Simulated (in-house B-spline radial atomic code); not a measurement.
Computed with a B-spline radial atomic code. Model: two electrons, singlet ground state, non-relativistic, full CI in B-splines with partial waves to l = 8 (at full coupling up to 3e-4 hartree above the limit, correlation up to 0.6 % small), density held at that of full coupling by Lieb maximisation.

Along the adiabatic connection the electron repulsion is scaled by a coupling λ while a local potential keeps the density fixed. At λ = 0 the system is the Kohn-Sham one and W equals the exchange energy; the exchange-correlation energy is the area under W between 0 and 1. The kinetic energy rises with λ as the electrons avoid each other, with dT/dλ = −λ dW/dλ.

Command:
```bash
python run_ac.py task.json out
```
Settings (lengths in bohr, energies in hartree):
```
potential              dot
strength               0.0508
lmax                   8
second                 -1
```

Run time, properties included: 3.5 min on 1 thread of Intel(R) Xeon(R) Processor @ 2.30GHz (shared host).

**W = mean repulsion less Hartree energy, and W of three functionals.**

Given: confinement charge in harmonic well; well frequency 0.0508 hartree; nuclear charge -1; external potential omega^2 r^2/2 - Z/r.

Computed: LDA exchange minus exact 9.6393 millihartree; SCAN exchange minus exact -5.5458 millihartree.

| coupling | W xc (hartree) | W xc minus exchange (millihartree) | kinetic minus Kohn-Sham (millihartree) | LDA (PW92) W minus its exchange (millihartree) | PBE W minus its exchange (millihartree) | SCAN W minus its exchange (millihartree) |
| --- | --- | --- | --- | --- | --- | --- |
| 0 | -0.10322 | 0 | 0 | 0 | 0 | 0 |
| 0.02 | -0.10612 | -2.898 | 0.03 | -6.96 | -3.12 | -1.77 |
| 0.05 | -0.10991 | -6.684 | 0.16 | -12.75 | -6.58 | -4.14 |
| 0.12 | -0.11665 | -13.427 | 0.72 | -21.31 | -12.45 | -8.7 |
| 0.25 | ? | ? | ? | ? | ? | ? |
| 0.4 | -0.12902 | -25.799 | 3.59 | -37.52 | -25.17 | -19.81 |
| 0.6 | -0.13257 | -29.344 | 5.33 | -43.43 | -30.16 | -24.28 |
| 0.8 | -0.13468 | -31.462 | 6.79 | -47.53 | -33.71 | -27.35 |
| 1 | -0.13611 | -32.889 | 8.07 | -50.61 | -36.41 | -29.57 |
| 1.4 | -0.13796 | -34.734 | 10.25 | -55.02 | -40.32 | -32.54 |
| 2 | -0.13958 | -36.36 | 12.97 | -59.36 | -44.22 | -35.12 |
| 3 | -0.14112 | -37.892 | 16.73 | -63.81 | -48.26 | -37.32 |
| 4.5 | ? | ? | ? | ? | ? | ? |
| 7 | -0.14357 | -40.347 | 28.05 | -71.47 | -55.29 | -39.98 |
| 10 | -0.14439 | -41.17 | 34.95 | -74.04 | -57.68 | -40.6 |

Question: What belongs in the row 0.25?

Answer: W xc (hartree): -0.12424; W xc minus exchange (millihartree): -21.022; kinetic minus Kohn-Sham (millihartree): 2.07; LDA (PW92) W minus its exchange (millihartree): -30.77; PBE W minus its exchange (millihartree): -19.67; SCAN W minus its exchange (millihartree): -14.88.

Question: What belongs in the row 4.5?

Answer: W xc (hartree): -0.14239; W xc minus exchange (millihartree): -39.17; kinetic minus Kohn-Sham (millihartree): 21.43; LDA (PW92) W minus its exchange (millihartree): -67.75; PBE W minus its exchange (millihartree): -51.87; SCAN W minus its exchange (millihartree): -38.86.

Question: What is the PBE exchange minus exact?

Answer: -3.5553 millihartree.

**Energy parts, natural occupations and partial-wave weights.**

Computed: total energy 0.5855 hartree; exchange energy -0.10322 hartree; correlation energy -0.024818 hartree; kinetic part of the DFT correlation energy 0.0080707 hartree; Hartree energy 0.20645 hartree; Lieb Oxford ratio E_xc over LDA exchange 1.3682.

```tsv
natural	occupation of the shell (electrons)
s	1.5184
p	0.47875
d	0.0017735
s	?
d	2.0369e-06
s	1.6127e-06
```

Question: What belongs in the row s?

Answer: occupation of the shell (electrons): 0.0010827.

```csv
wave,weight
s,0.75973
p,0.23937
d,?
f,9.7783e-07
g,6.7631e-07
```

Question: What belongs in the row d?

Answer: weight: 0.00088793.

Question: What is the Kohn-Sham kinetic?

Answer: 0.045673 hartree.

Question: What is the kinetic part over minus potential part?

Answer: 0.24539.

Half-way to full coupling W has made 84 % of its drop, against 50 % for a straight line, and second-order (GL2) theory, half the initial slope, overshoots the correlation energy by about 207 %: correlation is strong. Over couplings 0 to 1 the errors in E_xc come to about -2.8 millihartree for LDA, -4.1 millihartree for PBE, -0.8 millihartree for SCAN, so SCAN is nearest. In LDA and SCAN the errors of exchange and correlation have opposite signs, so the sum is smaller than the larger of the two.
